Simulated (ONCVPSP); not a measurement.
**Scattering properties, ONCV potential for Al (Z = 13)**

| Item | Value |
| --- | --- |
| Element | Al |
| Generator | ONCVPSP 4.0.1 |
| Type | optimised norm-conserving Vanderbilt (ONCV) |
| Functional | PW91 |
| Relativity | scalar-relativistic |
| Frozen core | [Ne] |
| Valence charge | 3 |
| Reference configuration | 3s2 3p0.5 (charge +0.5) |
| Partial waves | 3s: rc 1.60 bohr, ncon 5, nbas 9, qcut 3.3 1/bohr, 2 projectors, debl 1.2 Ha; 3p: rc 1.95 bohr, ncon 4, nbas 7, qcut 4.2 1/bohr, 2 projectors, debl 2.5 Ha; d scattering state at 0.14 Ha: rc 1.70 bohr, ncon 5, nbas 8, qcut 5.1 1/bohr, 2 projectors, debl 2.7 Ha |
| Local potential | polynomial inside 1.45 bohr (lpopt 4, dvloc0 6 Ha) |
| Core correction | none |

The phase is arctan(r·R′/R) of the radial function R(r), unwrapped; energies in Ha, scanned from -2 to 5 Ha. A pole is an energy at which the radial function vanishes at the test radius. The pseudo phase is shifted by a multiple of π to meet the all-electron one at the reference energy, and phase errors are pseudo minus all-electron; the curves can meet again beyond the range given. Levels narrower than the energy grid can be missing from the lists of poles.

Question: For each channel, where are the poles, and over which energies does the pseudopotential scatter like the atom?

Answer:

| channel | radius (bohr) | reference energy (Ha) | poles, all-electron | poles, pseudo | unbroken range about the reference energy with phases within 0.05 rad | phase error 1 Ha above the reference energy (rad) |
| --- | --- | --- | --- | --- | --- | --- |
| s | 1.62 | -0.41 | 3.28 | 3.34 | the whole range | +0.000 |
| p | 1.99 | -0.21 | 1.82 | 1.81, 3.05 | below 2.8 | -0.005 |
| d | 1.73 | 0.14 | 2.64 | 2.64 | the whole range | +0.000 |

Note: ghosts flagged at negative energy: s at -78.1 eV; GHOST(+) flagged for p at 82.2 eV. A true bound ghost makes a file unfit for plane-wave use.

Phases in the d channel:

```
E (Ha)  all-electron  pseudo
 -1.98         1.191   1.191
 -1.62         1.144   1.144
 -1.26         1.078   1.078
 -0.90         0.982   0.982
 -0.54         0.828   0.828
 -0.18         0.558   0.558
  0.18         0.079   0.079
  0.54        -0.527  -0.527
  0.90        -0.959  -0.959
  1.26        -1.202  -1.202
  1.62        -1.348  -1.348
  1.98        -1.445  -1.445
  2.34        -1.519  -1.519
  2.70        -1.581  -1.581
  3.06        -1.640  -1.640
  3.42        -1.704  -1.704
  3.78        -1.782  -1.782
  4.14        -1.897  -1.896
  4.50        -2.102  -2.099
  4.86        -2.574  -2.559
```
